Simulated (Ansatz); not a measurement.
Species: H₃BSO₂, charge 0, singlet. H3BSO2 (borothioic acid, SMILES OB(O)S).
B3LYP-D3(BJ)/def2-TZVP minimum from Ansatz (a program for electronic structure):
```
B
O 1 1.3669
H 2 0.9615 1 116.18
O 1 1.3684 2 125.53 3 0.00
H 4 0.9624 1 115.80 2 0.00
S 1 1.8269 2 115.58 3 180.00
H 6 1.3422 1 95.08 2 -180.00
```
Charge 0, spin multiplicity 1.

Total energies in hartree (Ansatz). UHF or UKS for unpaired electrons; spin-orbit terms are left out. Cores are frozen in correlated methods. No relativity. For partners of very few electrons the exact lower level stands in for a higher one.

```tsv
species	HF/cc-pV(T+d)Z	CCSD(T)/cc-pV(T+d)Z	HF/cc-pV(Q+d)Z	CCSD(T)/cc-pV(Q+d)Z	CCSD(T)/cc-pV(D+d)Z	CCSDT(Q)/cc-pV(D+d)Z
1: H3BSO2 (borothioic acid, SMILES OB(O)S)	-573.91936	-574.72944	-573.93669	-574.80405	-574.48081	-574.48318
2: B (doublet)	-24.53207	-24.59810	-24.53297	-24.60084	-24.58941	-24.58977
3: O (triplet)	-74.81176	-74.97396	-74.81729	-74.99357	-74.90995	-74.91013
4: H (doublet)	-0.49981	-0.49981	-0.49995	-0.49995	-0.49928	-0.49928
5: S (triplet)	-397.50938	-397.65444	-397.51264	-397.66785	-397.60412	-397.60456
```

Q: Work out the atomisation energy (electronic, to ground-state atoms) in kcal/mol: take Hartree-Fock from cc-pV(Q+d)Z, extrapolate the CCSD(T) correlation energy as X^-3 (X = 3, 4), and add CCSDT(Q) - CCSD(T) in cc-pV(D+d)Z. 1 hartree = 627.51 kcal/mol.

A: 
Species 1: correlation (64·(-0.86736) - 27·(-0.81008))/37 = -0.90916; step -0.00237; E1 = -573.93669 + (-0.90916) + (-0.00237) = -574.84822
Species 2: correlation (64·(-0.06787) - 27·(-0.06603))/37 = -0.06921; step -0.00036; E2 = -24.53297 + (-0.06921) + (-0.00036) = -24.60254
Species 3: correlation (64·(-0.17628) - 27·(-0.16220))/37 = -0.18655; step -0.00018; E3 = -74.81729 + (-0.18655) + (-0.00018) = -75.00402
Species 4: correlation (64·(0.00000) - 27·(0.00000))/37 = 0.00000; step +0.00000; E4 = -0.49995 + (0.00000) + (+0.00000) = -0.49995
Species 5: correlation (64·(-0.15521) - 27·(-0.14506))/37 = -0.16262; step -0.00044; E5 = -397.51264 + (-0.16262) + (-0.00044) = -397.67570
-1·E1 +1·E2 +2·E3 +3·E4 +1·E5 = 1.06209 hartree = 666.5 kcal/mol.
